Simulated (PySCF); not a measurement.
# GaI2, doublet: computed properties

Method: PySCF, UPBE, basis Ga def2-SVP, I def2-SVP with ECP28 (scalar-relativistic core potentials, no spin–orbit coupling, density fitting).

The structure is a higher-order saddle point with 2 imaginary modes (one degenerate set).

```xyz
3
charge 0 multiplicity 2, angstrom
Ga    0.0000    0.0000    0.0000
I     0.0000    0.0000    2.6459
I     0.0000    0.0000   -2.6459
```

| Item | Value |
| --- | --- |
| Point group | D∞h |
| Bond lengths | Ga–I 2.646 Å (×2) |
| Bond angles | I–Ga–I 180.0° |
| Atomisation energy without zero-point energy | 497 kJ/mol |
| Spin squared ⟨S²⟩ | 0.751 |
| Principal polarisabilities | 53.3, 53.3, 192.0 bohr³ |
| Dipole moment | 0.00 D |
| Lowest empty level (β) | -4.61 eV |
| Highest occupied level (α) | -5.10 eV |
| Zero-point energy (real modes) | 2.0 kJ/mol |
| Principal quadrupole moments (Buckingham, traceless) about the centre of mass | -5.94, 2.97, 2.97 D Å |
| Rotational constants | 0.009488 cm⁻¹ |

Harmonic modes (masses in u: Ga 68.926, I 126.904):
```
symmetry  ω (cm⁻¹)  IR (km/mol, summed over degenerate members)   μ (u)
      πu       62i                                            –   76.38
     σg+       118                                          0.0  126.90
     σu+       220                                         79.1   76.38
```

In D∞h the vibrations span πu + σg+ + σu+. The σg+ mode carries no infrared intensity, as symmetry demands. With a centre of inversion only u modes can be infrared active and only g modes Raman active.

Charges (e):
```csv
atom,Mulliken,Löwdin,polar tensor,spin (Mulliken),Mayer order to Ga1
Ga1,0.32,-0.03,0.83,0.33,–
"I2,3",-0.16,0.01,-0.42,0.33,0.96
```

Mulliken populations on Ga1: s 7.75, p 12.83, d 10.11.

Other isomers or separated fragments may lie lower. At this level a doublet minimum of C2v symmetry lies 28 kJ/mol below this structure. With an element this heavy the missing spin–orbit coupling can shift these numbers.

The final relaxation and frequency run took of the order of 50 core-seconds on a shared host.
